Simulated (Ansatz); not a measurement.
Species: CAgO, net charge 1, singlet state. 
Geometry from a B3LYP-D3(BJ)/def2-TZVP (Ansatz, a first-principles code) optimisation:
```
C
O 1 1.1136
Ag 1 2.1517 2 180.00
```
Charge +1, spin multiplicity 1.

Basis-set convergence of Hartree-Fock and CCSD correlation energies (hartree) with Ansatz. Valence correlation only, unless marked. Spin-orbit coupling is left out. The frozen core is the preceding noble-gas configuration, with the filled d and f shells of earlier blocks. In def2 rows, elements after Kr have scalar-relativistic effective core potentials.

| basis | functions | E(HF) | E(corr, CCSD) |
|---|---|---|---|
| def2-SVP | 59 | -258.50909 | -0.51128 |
| def2-TZVPP | 118 | -258.68170 | -0.70247 |
| def2-QZVPP | 202 | -258.68780 | -0.75119 |

Extrapolating the two largest sets (X = 3 and 4) as X^-3: E(corr) = (64·(-0.75119) - 27·(-0.70247))/37 = -0.7867 Eh, an estimate of the basis-set limit. The largest set recovers 95.5 % of it, the smallest 65.0 %.
